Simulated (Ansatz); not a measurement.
Conformers of H8N2O3Si2 (`N[Si@H](O)O[Si@@H](N)O`), each relaxed with PBE0-D4/def2-TZVP in Ansatz. CBS adds the triple-zeta coupled-cluster correction to the MP2 limit.

Not all of them had a frequency check.

Conformer A:

```xyz
15

N    -2.219   -1.175   -1.192
Si   -1.271   -0.527    0.066
O    -0.647   -1.739    0.991
O    -0.108    0.336   -0.679
Si    1.378    0.947   -0.373
N     1.799    0.394    1.184
O     1.422    2.581   -0.421
H    -3.101   -1.626   -1.013
H    -2.203   -0.733   -2.097
H    -1.981    0.321    1.048
H    -0.423   -2.537    0.508
H     2.260    0.553   -1.490
H     2.668    0.644    1.624
H     1.425   -0.474    1.533
H     1.002    3.036    0.313
```

Conformer B:

```xyz
15

N    -0.534    0.752    2.122
Si    0.300   -0.585    1.447
O    -0.791   -1.700    0.967
O     1.166    0.022    0.187
Si    0.653    0.492   -1.292
N    -1.031    0.180   -1.467
O     1.363   -0.402   -2.463
H    -0.021    1.584    2.372
H    -1.272    0.577    2.786
H     1.252   -1.277    2.340
H    -1.262   -1.409    0.173
H     1.000    1.925   -1.431
H    -1.686    0.877   -1.143
H    -1.329   -0.203   -2.353
H     2.191   -0.831   -2.245
```

Task: Which is lowest in electronic energy at CCSD(T)/CBS (frozen core, def2 sets), and by how much? (Estimate.)

Result: The calculation gave: A; B lies 1.2 kJ/mol higher. Gaps under about 2 kJ/mol don't settle the order.

Task: Give the energies relative to A (kJ/mol) with r2SCAN-D4/def2-TZVPP, PBE0/def2-TZVPP, B3LYP/def2-TZVPP, HF/def2-TZVPP, HF/def2-QZVPP, HF/CBS(def2), MP2/CBS(def2). (An estimate is asked.)

Result: Computed: 
| level | B |
| --- | --- |
| r2SCAN-D4/def2-TZVPP | -0.8 |
| PBE0/def2-TZVPP | 0.6 |
| B3LYP/def2-TZVPP | 3.3 |
| HF/def2-TZVPP | 6.4 |
| HF/def2-QZVPP | 7.3 |
| HF/CBS(def2) | 7.4 |
| MP2/CBS(def2) | 1.1 |

B3LYP here is the variant with VWN-RPA as its local correlation; programs differ in this.
